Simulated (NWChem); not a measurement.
System: HTeF; SMILES F[TeH]

```xyz
3

Te    -0.0201    -0.2353     0.0000
H      1.6493    -0.3047     0.0000
F     -0.0687     1.7072     0.0000
```
Atoms are numbered in this order, from 1.

Level: PBE0/def2-SVP with def2 effective core potentials on Te (NWChem), optimised geometry, unscaled harmonic frequencies. def2 effective core potentials on Te; no spin-orbit coupling.

| frequency (cm⁻¹) | IR intensity (km/mol) |
|---|---|
| 626 | 44.0 |
| 702 | 4.4 |
| 2130 | 62.2 |

```yaml
zero_point_energy: 4.9 kcal/mol
thermal correction to the enthalpy at 298.15 K (with zero-point energy): 7.5 kcal/mol
heat capacity Cv: 7.8 cal/(mol K)
entropy at 298.15 K and 1 atm (symmetry number 1): 62.5 cal/(mol K)
```

Rigid rotor and harmonic oscillator.
